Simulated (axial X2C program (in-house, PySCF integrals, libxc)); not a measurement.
## GaS: nuclear properties from DFT to coupled cluster

Computed with an axial X2C code built on PySCF integrals: two-component X2C with atomic mean-field Coulomb and Gaunt terms, Gaussian nuclei, basis Ga dyall-acv3z, S dyall-av3z with contracted cores.

R = 2.074 Å (near the PBE0 minimum at charge 0 of the determinant lowest at the starting distance; the state shown can have its own minimum elsewhere); state Ω = 1/2 (⟨Sz⟩ = 0.50, ⟨Lz⟩ = 0.00 at PBE0).

| level | Eeff magnitude (GV/cm) | Ws magnitude Ga (kHz) | A∥/gI Ga (MHz) | qzz Ga (a.u.) | A∥/gI S (MHz) | μ (D) |
| --- | --- | --- | --- | --- | --- | --- |
| PBE0 | 2.73 | 2.36 | 1250 | -1.66 | 134 | -3.41 |
| HF | 3.46 | 2.98 | 781 | -2.26 | 53.6 | -4.13 |
| B3LYP | 2.57 | 2.23 | 1210 | -1.54 | 168 | -3.25 |

Eeff is the effective electric field on the electron electric dipole moment in this Ω state and Ws the scalar–pseudoscalar constant of the nucleus named (defined with the proton number Z and per Ω); A∥ (defined per Ω) follows by multiplying with gI = μI/(I μN); qzz is the electric field gradient, eQq0 = 234.96 MHz × Q/barn × qzz; μ is positive if the S end (last atom) is positive. The operators were transformed with the bare-nucleus X2C matrices; with these basis sets, hyperfine constants and field gradients can be off by tens of per cent, and where levels differ in sign neither size nor sign is settled.

Finite-field MP2, CCSD and CCSD(T), with 19 electrons correlated in 130 natural virtual spinors (MP2 remainder added):

```
  level  Eeff magnitude (GV/cm)  Ws magnitude Ga (kHz)  A∥/gI Ga (MHz)  qzz Ga (a.u.)  A∥/gI S (MHz)  μ (D)
    MP2                    2.77                   2.38            1710          -1.86            225  -3.53
   CCSD                    2.81                   2.44            1210          -1.80            164  -3.38
CCSD(T)                    2.71                   2.35            1400          -1.70            197  -3.23
```

T1 = 0.020 (Lee–Taylor). One unrestricted determinant, the lowest of a limited PBE0 search, is the reference; the functionals treat spin collinearly. Correlation of the inner shells is missing, which matters for properties at the nucleus. Number of frozen shells: Ga 3 s, 2 p; S 2 s, 1 p.

**Question.** By how much does correlation change each value, CCSD(T) against HF?

**Answer.** Eeff magnitude -22 %; Ws magnitude Ga -21 %; A∥/gI Ga 79 %; qzz Ga -25 %; A∥/gI S 268 %; μ -22 %.
